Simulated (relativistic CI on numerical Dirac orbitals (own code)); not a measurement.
## Ti2+ (3d2) in a crystal field

Calculated by Dirac-Coulomb-Breit CI, separate exchange-only KLI orbitals for each configuration, QED by a radiative potential, valence Slater integrals scaled by 0.85, one configuration in a parametric crystal field (own radial code).

Field parameters in Wybourne normalisation: Td as Oh with Dq negative (B⁴₀ = 21Dq, B⁴₄ = √(5/14) B⁴₀). The field is a parameter set, without covalency.

S is read from ⟨S²⟩ = S(S + 1).

Site symmetry Td; labels are those of the double group. Computed levels in cm⁻¹ above the lowest, in rising order:

| Δ (size of 10Dq) | Lowest | No. 2 | No. 3 | No. 4 | No. 5 | No. 6 | No. 7 | No. 8 |
| --- | --- | --- | --- | --- | --- | --- | --- | --- |
| 1450 | T2 | 1415 A2 | 1444 T2 | 1460 E | 1484 T1 | 2525 T2 | 2543 E | 2680 T1 |
| 2600 | T2 | 2558 A2 | 2584 T2 | 2616 E | 2631 T1 | 4508 T2 | 4515 E | 4661 T1 |
| 3750 | T2 | 3705 A2 | 3731 T2 | 3768 E | 3779 T1 | 6443 T2 | 6446 E | 6593 T1 |
| 4900 | T2 | 4854 A2 | 4879 T2 | 4919 E | 4929 T1 | 8319 E | 8319 T2 | 8464 T1 |
| 6050 | T2 | 6003 A2 | 6028 T2 | 6069 E | 6078 T1 | 10118 E | 10128 T2 | 10266 T1 |
| 7200 | T2 | 7152 A2 | 7177 T2 | 7219 E | 7228 T1 | 11144 E | 11867 T2 | 11887 E |
| 8400 | T2 | 8352 A2 | 8376 T2 | 8417 E | 8428 T1 | 11215 E | 13605 T2 | 13612 E |
| 9550 | T2 | 9502 A2 | 9526 T2 | 9563 E | 9578 T1 | 11263 E | 15200 T2 | 15205 E |
| 10700 | T2 | 10651 A2 | 10676 T2 | 10693 E | 10728 T1 | 11317 E | 16732 T2 | 16735 E |
| 11850 | T2 | 11284 E | 11801 A2 | 11825 T2 | 11877 T1 | 11905 E | 18206 T2 | 18209 E |
| 13000 | T2 | 11328 E | 12951 A2 | 12975 T2 | 13027 T1 | 13035 E | 19632 T2 | 19635 E |
| 14150 | T2 | 11351 E | 14101 A2 | 14125 T2 | 14177 T1 | 14181 E | 20064 A1 | 21017 T2 |

Ground-state S against |10Dq| in cm⁻¹: 1450: 1.00, 2600: 1.00, 3750: 1.00, 4900: 1.00, 6050: 1.00, 7200: 1.00, 8400: 1.00, 9550: 1.00, 10700: 1.00, 11850: 1.00, 13000: 1.00, 14150: 1.00.

No abrupt spin change occurs in this range.
